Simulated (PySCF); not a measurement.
ethynylcyclobutane (C₆H₈), SMILES C1CCC1C#C. Geometry: B3LYP-D3(BJ)/def2-SVP.

All values below come from B3LYP-D3(BJ)/def2-SVP in PySCF.

Harmonic wavenumbers (cm⁻¹): 122, 175, 252, 516, 516, 593, 684, 694, 752, 790, 890, 942, 953, 970, 1034, 1090, 1117, 1199, 1227, 1238, 1249, 1269, 1275, 1354, 1453, 1459, 1487, 2223, 3044, 3058, 3063, 3067, 3112, 3127, 3133, 3472. Rotational constants (GHz): 9.714, 2.320, 2.055; symmetry number 1.

Task: Work out the zero-point energy and the ideal-gas rigid-rotor harmonic-oscillator thermochemistry at 298.15 K and 1 atm.

Result: ZPE = ½ Σ hcν = ½ × 52600 cm⁻¹ = 75.20 kcal/mol. H − E(el) = 79.55 kcal/mol. Entropy in cal/(mol K): translation 39.06, rotation 26.34, vibration 10.93, total 76.33. G − E(el) = 56.79 kcal/mol. Cp = 24.24 cal/(mol K). Modes under 150 cm⁻¹ make the vibrational entropy uncertain.
